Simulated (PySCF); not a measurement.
First SCF of a structure search on doublet HfCl3, at a hand-made trigonal pyramidal geometry. PySCF input:

```python
from pyscf import gto, scf, dft
mol = gto.M(atom='''
Hf     0.000000     0.000000     0.000000
Cl     2.216200     0.000000     1.178400
Cl    -1.108100     1.919300     1.178400
Cl    -1.108100    -1.919300     1.178400''',
    basis={'Hf': 'def2-TZVP', 'Cl': 'def2-TZVP'},
    ecp={'Hf': 'def2-TZVP'},
    charge=0, spin=1)
mf = dft.UKS(mol, xc='PBE0')
mf.grids.atom_grid = (50, 194)
aux = {'Hf': 'def2-universal-JKFIT', 'Cl': 'def2-universal-JKFIT'}
mf = mf.density_fit(auxbasis=aux)
mf.conv_tol = 1e-08
mf.diis_space = 10
mf.max_cycle = 60
mf.init_guess = 'minao'
mf.verbose = 4
mf.kernel()
```

Excerpt of the output (cycles alone):

```
init E= -1409.7079694068
cycle= 1 E= -1428.29680434345  delta_E= -18.6  |g|= 0.326  |ddm|= 3.99
cycle= 2 E= -1428.30231951584  delta_E= -0.00552  |g|= 0.321  |ddm|= 0.684
cycle= 3 E= -1428.3512432032  delta_E= -0.0489  |g|= 0.0492  |ddm|= 0.293
cycle= 4 E= -1428.35101459567  delta_E= 0.000229  |g|= 0.0491  |ddm|= 0.0895
cycle= 5 E= -1428.35256608204  delta_E= -0.00155  |g|= 0.00936  |ddm|= 0.0529
cycle= 6 E= -1428.35261502769  delta_E= -4.89e-05  |g|= 0.00215  |ddm|= 0.0083
cycle= 7 E= -1428.35261940404  delta_E= -4.38e-06  |g|= 0.000612  |ddm|= 0.00473
cycle= 8 E= -1428.3526201252  delta_E= -7.21e-07  |g|= 0.000184  |ddm|= 0.00278
cycle= 9 E= -1428.35262022026  delta_E= -9.51e-08  |g|= 9.06e-05  |ddm|= 0.00106
cycle= 10 E= -1428.35262024125  delta_E= -2.1e-08  |g|= 1.41e-05  |ddm|= 0.000676
cycle= 11 E= -1428.35262024184  delta_E= -5.81e-10  |g|= 1.12e-05  |ddm|= 9.77e-05
Extra cycle  E= -1428.35262024185  delta_E= -1.5e-11  |g|= 1.39e-05  |ddm|= 2.98e-05
converged SCF energy = -1428.35262024185  <S^2> = 0.75228623  2S+1 = 2.0022849
```

No lower solution of this spin was found from smeared starts or by a stability analysis within the unrestricted form.

Other spin states or occupations of the open shell can lie lower. With an element this heavy the missing spin–orbit coupling can shift these numbers.

The search for the lowest solution, 3 starts and the stability check together, took 39 s on 4 threads of a shared Arm Neoverse V1 host, with 151 basis functions; the process peaked at 0.65 GiB. Launch command: `OMP_NUM_THREADS=4 python axn.py task.json out`.
